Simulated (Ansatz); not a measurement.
Gas-phase electronic energies from Ansatz, PBE0-D4/def2-TZVP geometries. CBS: MP2 limit from def2 TZ/QZ plus the TZ coupled-cluster correction, frozen cores. Functionals use def2-TZVPP. B3LYP here is the variant with VWN-RPA as its local correlation; programs differ in this. For Ga outer-core shells are correlated without core-valence functions, which leaves a few kJ/mol of doubt a bond. Scalar relativity is left out up to krypton. Each species was taken in one conformer, which may not be the lowest.

`[NH2][Al]([SiH3])[SiH2]O` + `C[O][Ga]([OH])[SH]` → `C[O][Ga]([SH])[O][SiH3]` + `[NH2][AlH][SiH2]O`  (cleavage of the Si–Al bond)

```json
{"level": "PBE-D4", "ΔE (kJ/mol)": "-60.8", "difference from CCSD(T)/CBS": "28.1"}
{"level": "r2SCAN-D4", "ΔE (kJ/mol)": "-81.5", "difference from CCSD(T)/CBS": "7.4"}
{"level": "B3LYP-D4", "ΔE (kJ/mol)": "-90.8", "difference from CCSD(T)/CBS": "-1.9"}
{"level": "ωB97M-V", "ΔE (kJ/mol)": "-93.4", "difference from CCSD(T)/CBS": "-4.5"}
{"level": "PBE", "ΔE (kJ/mol)": "-58.2", "difference from CCSD(T)/CBS": "30.7"}
{"level": "r2SCAN", "ΔE (kJ/mol)": "-80.8", "difference from CCSD(T)/CBS": "8.1"}
{"level": "PBE0", "ΔE (kJ/mol)": "-69.0", "difference from CCSD(T)/CBS": "19.9"}
{"level": "B3LYP", "ΔE (kJ/mol)": "-86.8", "difference from CCSD(T)/CBS": "2.1"}
{"level": "SCS-MP2/def2-TZVPP", "ΔE (kJ/mol)": "-102.0", "difference from CCSD(T)/CBS": "-13.1"}
{"level": "CCSD(T)/def2-TZVPP", "ΔE (kJ/mol)": "-89.1", "difference from CCSD(T)/CBS": "-0.2"}
{"level": "HF/def2-QZVPP", "ΔE (kJ/mol)": "-120.9", "difference from CCSD(T)/CBS": "-32.0"}
{"level": "MP2/def2-QZVPP", "ΔE (kJ/mol)": "-97.7", "difference from CCSD(T)/CBS": "-8.8"}
{"level": "SCS-MP2/def2-QZVPP", "ΔE (kJ/mol)": "-102.5", "difference from CCSD(T)/CBS": "-13.6"}
{"level": "HF/CBS(def2)", "ΔE (kJ/mol)": "-121.2", "difference from CCSD(T)/CBS": "-32.3"}
{"level": "MP2/CBS(def2)", "ΔE (kJ/mol)": "-96.8", "difference from CCSD(T)/CBS": "-7.9"}
{"level": "CCSD/CBS(def2)", "ΔE (kJ/mol)": "-92.8", "difference from CCSD(T)/CBS": "-3.9"}
{"level": "CCSD(T)/CBS", "ΔE (kJ/mol)": "-88.9", "difference from CCSD(T)/CBS": "0"}
```

Largest T1 diagnostic among the species: 0.014.

From PBE to PBE0 (25 % exact exchange), in def2-TZVPP and without D4, ΔE moves by −10.7 kJ/mol. The D4 term adds −3.9 kJ/mol with B3LYP and −2.2 kJ/mol with PBE0; it sums over pairs of atoms, weighted by their polarisabilities, and B3LYP, whose exchange is more repulsive, gets the larger term. In def2-TZVPP, CCSD(T) changes the Hartree–Fock value by +29.5 kJ/mol (the triples alone add +3.9 kJ/mol) and MP2 by +21.6 kJ/mol.
